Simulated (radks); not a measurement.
These are the eigenvalues of the occupied orbitals of an atom or ion with whole-number occupations (eV). All-electron calculation, scalar-relativistic Kohn-Sham, TASK exchange with Perdew-Wang LDA correlation, spin-unpolarised, spherical densities, finite nucleus; meta-GGA in the generalised Kohn-Sham scheme; Fermi nuclear charge, rms radius of each element as measured or else 0.836 A^(1/3) + 0.57 fm. Program: a radial shooting solver on a logarithmic mesh with Libxc functionals.

1s: -78538.56
2s: -13862.71
2p: -12021.10
3s: -3295.853
3p: -2757.739
3d: -2171.384
4s: -742.9709
4p: -565.5434
4d: -348.6867
5s: -141.1557
4f: -106.9399
5p: -93.6907
5d: -38.8353

Which element is it, and in what charge state? The configuration may be excited.

Answer. Z = 78, platinum, charge +3: Pt3+ in [Xe] 4f14 5d7. The list shows which subshells hold electrons but not how many an open one holds; the 1s level, -2886.2 hartree, gives Z - s = 76.0 by -(Z - s)^2/2, which with screening and relativity narrows Z to a few neighbours, and the depths of the outer levels then fix element, charge and occupations together.
